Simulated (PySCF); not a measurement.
Computed IR spectrum (relative IR intensity) of a molecule C3H10ClNSi. The structure is a stationary point at PBE-D3(BJ)/def2-SVP. The values are those of a single conformer. Computed with PySCF 2.14.0 with PBE-D3(BJ)/def2-SVP. Frequencies are harmonic and unscaled.

Lines under 2 % of the strongest are left out, and lines within 2 cm⁻¹ are merged.

```csv
ν (cm⁻¹),relative intensity
83,2.6
277,4.5
405,5.2
503,44
555,7.5
672,20
689,10
717,3.7
835,100
862,2.2
902,35
967,2.3
1025,2.9
1054,9.1
1150,18
1202,5.8
1279,2.4
1338,2.2
1389,2.5
1396,2.0
1410,3.6
1416,2.4
1426,3.2
1444,4.9
2176,32
2189,50
2871,49
2911,12
2953,12
3004,11
3034,8.4
3060,6.4
3068,3.2
```

Question: Identify the compound among the candidates.
A. C[Si](C)(Cl)CN
B. CN[C@@H](C)[SiH2]Cl
C. CC(C)[Si@H](N)Cl
D. CC[Si@@H](Cl)NC

Answer: B, CN[C@@H](C)[SiH2]Cl
